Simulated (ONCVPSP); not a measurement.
## Potentials for carbon (C) compared

Generated with ld1.x 7.5 (TM, RRKJ, ultrasoft, PAW), atompaw 4.2 or ONCVPSP 4.0.1. The cutoff is in Ry: for ld1.x and atompaw files where the sum of valence levels is converged to 10 mRy in a Bessel basis, for ONCV files where the hardest occupied wave has 1 mHa per electron of residual kinetic energy. The error is the largest all-electron minus pseudo excitation energy over each file’s own four to seven test configurations (ionisations up to +4, promotions, holes and added fractions of an electron), all of which were solved. The labels leave out finer settings (local radius, basis sizes, second energies), which also bear on the numbers. Spin-polarised tests are not counted. The rows are a selection from randomly drawn settings: files with unsolved tests, undetermined cutoffs or missed reference levels are left out.

| potential | cutoff (Ry) | largest error (meV) | bound ghosts |
| --- | --- | --- | --- |
| ONCV, PBE, scalar-relativistic, rc 1.30/1.80 (sp), local smoothed, core correction yes, reference 2s1.5 2p2.5, qcut 3.9/7.3, projectors 2/2 | 109 | +348 | none |
| ONCV, PBE, scalar-relativistic, rc 1.15/1.85 (sp), local smoothed, core correction yes, reference 2s2 2p2, qcut 4.8/6.4, projectors 2/2 | 112 | +416 | none |
| ONCV, PW91, scalar-relativistic, rc 1.05/2.25 (sp), local smoothed, core correction yes, reference 2s1 2p3, qcut 7.9/6.3, projectors 2/2 | 43 | +1162 | none |
| ONCV, LDA (Perdew-Wang 92), scalar-relativistic, rc 1.20/2.95 (sp), local smoothed, core correction no, reference 2s2 2p1.5, qcut 4.5/5.3, projectors 2/2 | 116 | +789 | none |

Question: Fill in the row for C: ONCV, PBEsol, scalar-relativistic, rc 1.10/1.70/1.65 (spd), local smoothed, core correction yes, reference 2s2 2p2, qcut 5.8/8.9/5, projectors 2/2/2.

Answer: cutoff 43 Ry, largest error +340 meV, bound ghosts: none.

Question: Fill in the row for C: ONCV, PBEsol, scalar-relativistic, rc 1.10/2.35/2.20 (spd), local s, core correction no, reference 2s2 2p2, qcut 5.2/6.2/3.8, projectors 0/2/2.

Answer: cutoff 60 Ry, largest error +955 meV, bound ghosts: none.
